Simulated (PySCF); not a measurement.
# One molecule, several mistakes: BH2NO

Calculated results; nothing here was measured. They come from PySCF 2.14.0, an open-source quantum chemistry program, on an isolated molecule that a program drew, which may never have been made. The molecule is BH2NO (charge 0, singlet), drawn as the SMILES string `N=BO`.

Each row is a Hartree-Fock (HF) and frozen-core CCSD(T) single point in the cc-pVDZ basis, meant for a local HF minimum. Run 1 is clean. Each other run has one planted mistake out of seven kinds, and not every kind appears here: one electron removed, one electron added, multiplicity raised by two, geometry at a saddle point, minimal basis STO-3G, one bond length entered in bohr, all coordinates scaled. The reference is restricted for singlets and unrestricted otherwise, and also for a bond in bohr. Adding or removing an electron swaps singlet and doublet. Electrons count all cores. HOMO and LUMO are orbital energies over both spins, the gradient is its largest component, and the lowest frequency (negative if imaginary) is given only where the gradient is small. Bond lengths are over the 4 bonds as drawn. T1 is the CCSD diagnostic: over 0.02 (restricted) or 0.045 (unrestricted) a single reference is doubtful.

Geometry of the clean run:
```xyz
5
BH2NO, angstrom
N    -0.5106   -1.6825   -1.6239
B     0.2853   -1.0951   -0.8928
O     1.1421   -0.4506   -0.1037
H    -1.1587   -2.1280   -2.2130
H     1.7876   -1.0052    0.3100
```

```
run,electrons,basis functions,<S^2>,HOMO (eV),LUMO (eV),gradient (hartree/bohr),lowest frequency (cm^-1),mean bond (Å),longest bond (Å),T1,HF (hartree),CCSD(T) (hartree),mistake
1,22,52,0.000,-10.86,4.34,1.3e-05,252,1.1226,1.331,0.0142,-155.21585,-155.66814,no fault
2,22,52,0.000,-10.49,3.67,7.8e-02,-,1.2270,1.455,0.0186,-155.17009,-155.64407,all coordinates scaled
3,21,52,0.762,-20.50,-7.41,1.2e-01,-,1.1226,1.331,0.0271,-154.89003,-155.29876,one electron removed
4,22,17,0.000,-8.36,11.42,6.2e-02,-,1.1226,1.331,0.0180,-153.13088,-153.30673,minimal basis STO-3G
5,22,52,1.394,-8.53,2.95,3.9e-02,-,1.3962,2.324,0.0640,-154.98835,-155.41433,?
6,23,52,0.753,3.50,10.06,7.1e-02,-,1.1226,1.331,0.0331,-155.07074,-155.53953,?
```

**Which mistake was planted in run 5, and what did it cost?**

The mean bond changes by a factor of 1.244 and the longest by 1.746, so the molecule wasn't scaled as a whole. A length L in bohr read as angstrom grows by (1/0.5292 - 1) L = 0.890 L. The 4 bonds together grew by 4 x 0.2736 = 1.094 Å, which gives L = 1.230 Å. That is bond N1-B2, 1.230 Å in the clean geometry. So the mistake is: one bond length entered in bohr. Subtracting run 1 and multiplying by 627.51 kcal/mol a hartree, the energy moved by 142.8 kcal/mol in HF and 159.3 kcal/mol in CCSD(T).

**Which mistake was planted in run 6, and what did it cost?**

It counts 23 electrons, one more than the clean run, at the same geometry and basis. So the mistake is: one electron added. Subtracting run 1 and multiplying by 627.51 kcal/mol a hartree, the energy moved by 91.1 kcal/mol in HF and 80.7 kcal/mol in CCSD(T).

Cautions from the logs. Run 5: T1 is over the limit, so its CCSD(T) energy is less reliable; run 6: the HOMO is above zero, so the electron isn't bound and the energy depends on the basis.
